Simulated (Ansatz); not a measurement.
`CC(C)(C)[O][Hf]([F])([F])[F]` at its PBE0-D4/def2-TZVP geometry, where that method's forces vanish. The species carries charge 0 and has multiplicity 1. Hf: def2 effective core potential.

```json
{"atom": "C1", "x (Å)": "1.2805", "y (Å)": "1.0548", "z (Å)": "-0.6112"}
{"atom": "C2", "x (Å)": "0.1545", "y (Å)": "0.4749", "z (Å)": "0.2300"}
{"atom": "C3", "x (Å)": "0.6287", "y (Å)": "0.1766", "z (Å)": "1.6435"}
{"atom": "C4", "x (Å)": "-1.0490", "y (Å)": "1.4039", "z (Å)": "0.2440"}
{"atom": "O5", "x (Å)": "-0.2464", "y (Å)": "-0.7488", "z (Å)": "-0.3625"}
{"atom": "Hf6", "x (Å)": "-0.7778", "y (Å)": "-2.3822", "z (Å)": "-1.1537"}
{"atom": "F7", "x (Å)": "0.7464", "y (Å)": "-3.5184", "z (Å)": "-1.3562"}
{"atom": "F8", "x (Å)": "-2.0690", "y (Å)": "-3.2419", "z (Å)": "-0.0362"}
{"atom": "F9", "x (Å)": "-1.5483", "y (Å)": "-2.0387", "z (Å)": "-2.8694"}
{"atom": "H10", "x (Å)": "2.1255", "y (Å)": "0.3639", "z (Å)": "-0.6449"}
{"atom": "H11", "x (Å)": "0.9384", "y (Å)": "1.2370", "z (Å)": "-1.6321"}
{"atom": "H12", "x (Å)": "1.6265", "y (Å)": "2.0013", "z (Å)": "-0.1906"}
{"atom": "H13", "x (Å)": "1.4735", "y (Å)": "-0.5152", "z (Å)": "1.6240"}
{"atom": "H14", "x (Å)": "0.9468", "y (Å)": "1.0936", "z (Å)": "2.1439"}
{"atom": "H15", "x (Å)": "-0.1764", "y (Å)": "-0.2731", "z (Å)": "2.2284"}
{"atom": "H16", "x (Å)": "-1.4041", "y (Å)": "1.5826", "z (Å)": "-0.7731"}
{"atom": "H17", "x (Å)": "-0.7872", "y (Å)": "2.3652", "z (Å)": "0.6910"}
{"atom": "H18", "x (Å)": "-1.8626", "y (Å)": "0.9647", "z (Å)": "0.8251"}
```

Task: For each bond, give half the difference of the two atoms' forces along it (eV/Å; positive pushes the atoms apart) under PBE-D4, r2SCAN-D4, B3LYP-D4, ωB97M-V in def2-TZVPP. (An estimate is asked.)

Result: The calculation gave: 
```tsv
bond	length (Å)	PBE-D4	r2SCAN-D4	B3LYP-D4	ωB97M-V
C1–H11	1.092	0.10	-0.03	-0.07	-0.06
C1–H12	1.092	0.09	-0.03	-0.07	-0.07
C2–C3	1.520	0.01	0.04	0.10	0.06
C2–C4	1.520	0.01	0.04	0.10	0.06
C2–O5	1.417	0.14	0.15	0.10	0.07
C3–H13	1.092	0.10	-0.03	-0.07	-0.06
C3–H15	1.092	0.10	-0.03	-0.07	-0.06
C4–H16	1.092	0.10	-0.03	-0.07	-0.06
C4–H17	1.092	0.09	-0.03	-0.07	-0.07
C4–H18	1.092	0.10	-0.03	-0.07	-0.06
O5–Hf6	1.891	0.02	0.06	0.01	0.06
Hf6–F7	1.912	0.16	0.01	0.13	0.04
Hf6–F8	1.912	0.16	0.01	0.13	0.04
Hf6–F9	1.912	0.16	0.01	0.13	0.04
```

B3LYP here is the variant with VWN-RPA as its local correlation; programs differ in this.

Program: Ansatz 0.2.0.
